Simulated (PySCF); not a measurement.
Cartesian coordinates in Å; atom numbers follow the order of the lines, from 1:
```xyz
21

B     1.8183    2.1782    0.6432
C     1.7299    0.8132    0.0087
C     2.7937    0.0449   -0.5013
C     2.2851   -1.1591   -0.9995
C     0.9081   -1.1166   -0.7907
N     0.5810    0.0479   -0.1953
C    -0.7768    0.4419    0.1683
C    -1.3672   -0.5146    1.1953
C    -1.6504    0.5933   -1.0696
H     0.8530    2.7785    1.0609
H     2.9082    2.6937    0.7386
H     3.8338    0.3666   -0.4920
H     2.8330   -1.9788   -1.4607
H     0.1499   -1.8587   -1.0376
H    -0.6650    1.4285    0.6376
H    -2.3514   -0.1543    1.5291
H    -0.7118   -0.5956    2.0746
H    -1.5053   -1.5234    0.7753
H    -1.1905    1.2872   -1.7880
H    -1.8039   -0.3730   -1.5751
H    -2.6396    0.9870   -0.7924
```

[PySCF: structure optimised with PBE0-D3(BJ)/def2-SVP; σ from GIAO-CAM-B3LYP/pcSseg-1; rapidly exchanging positions averaged; one computed conformer; relativity neglected; in vacuum]

Shifts are taken against calculated references (same method and geometry level): ¹³C, ¹H vs TMS; ¹¹B against BF3·OEt2; ¹⁵N vs NH3.

```tsv
atoms	nucleus	count	δ (ppm)
C7	¹³C	1	47.9
C2	¹³C	1	?
H16/H17/H18/H19/H20/H21	¹H	6	1.36
H12	¹H	1	?
C4	¹³C	1	118.9
B1	¹¹B	1	55.3
H13	¹H	1	6.53
C5	¹³C	1	?
C8/C9	¹³C	2	25.9
H15	¹H	1	4.93
H10/H11	¹H	2	6.28
H14	¹H	1	7.16
N6	¹⁵N	1	?
C3	¹³C	1	145.5
```

Problem. Fill in the missing shifts.

Solution. 
- C2: 150.9 ppm, substituted aromatic carbon next to a ring nitrogen
- C5: 136.8 ppm, aromatic CH next to a ring nitrogen
- H12: 7.25 ppm, hydrogen on an aromatic CH; the ring current deshields protons in the ring plane
- N6: 225.7 ppm, pyrrole-type ring nitrogen

Hydrogens on boron are broadened and split by ¹¹B (spin 3/2, 80 %) and 10B (spin 3). A carbon bonded to boron is broadened by the quadrupolar boron nucleus and is often missing from a measured spectrum. Shifts are as computed, not scaled to solution data. Of 1309 compounds with measured shifts, 239 miss one by over three times the rms of a fit or turn the order of signals round; such compounds aren't used in these exercises. Experimental scales use liquid or dissolved standards, which lie at an offset from isolated NH3 (liquid NH3: subtract about 20 ppm). Unscaled 15N shifts of sp2 nitrogen come out 20 to 40 ppm too high even then.
